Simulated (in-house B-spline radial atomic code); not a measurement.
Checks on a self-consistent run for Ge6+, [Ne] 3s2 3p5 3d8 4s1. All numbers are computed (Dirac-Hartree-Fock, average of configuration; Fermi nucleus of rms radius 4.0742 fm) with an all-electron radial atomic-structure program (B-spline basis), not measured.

| orbital | q | ε (Eh) | <1/r> | <r²> | small-component weight |
| --- | --- | --- | --- | --- | --- |
| 1s1/2 | 2 | -415.94308 | 32.3887 | 0.00297 | 0.013401 |
| 2s1/2 | 2 | -58.23918 | 7.18632 | 0.0514657 | 0.002622 |
| 2p1/2 | 2 | -52.11711 | 7.10714 | 0.0403402 | 0.0025825 |
| 2p3/2 | 4 | -50.93160 | 6.9164 | 0.0418039 | 0.002532 |
| 3s1/2 | 2 | -11.65923 | 2.35532 | 0.419708 | 0.00062768 |
| 3p1/2 | 1.6667 | -9.62864 | 2.24771 | 0.438001 | 0.00058619 |
| 3p3/2 | 3.3333 | -9.45067 | 2.20582 | 0.449838 | 0.00057479 |
| 3d3/2 | 3.2 | -5.94020 | 1.97387 | 0.484498 | 0.00047449 |
| 3d5/2 | 4.8 | -5.91339 | 1.96329 | 0.48888 | 0.0004712 |
| 4s1/2 | 1 | -3.49678 | 0.859794 | 2.67959 | 0.0001373 |

Electron-electron repulsion V_ee = 702.8158 hartree.

(1) What total energy follows from the eigenvalues?

(2) Does the Dirac virial theorem hold?

(3) What diamagnetic shielding (Lamb formula) and susceptibility (Langevin formula) do the radii give?

Answers

(1) The eigenvalues count the repulsion twice, so E = Σqε - V_ee = -1378.083 - 702.816 = -2080.899 hartree; the run printed -2080.899.

(2) For a point nucleus E = -2c²Σq·w, with w the small-component weight. Here Σq·w = 0.055405 and c = 137.0360, so the ratio E/(-2c²Σq·w) is 1.000012; the finite nucleus accounts for the departure from 1.

(3) σ = (α²/3)Σq<1/r> = 153.44/(3·137.036²) = 2723.6 ppm, and χ = -0.79199×10⁻⁶·Σq<r²> = -7.922×10⁻⁶ cm³/mol with Σq<r²> = 10.002 bohr². Both are non-relativistic formulas without the paramagnetism of open shells.
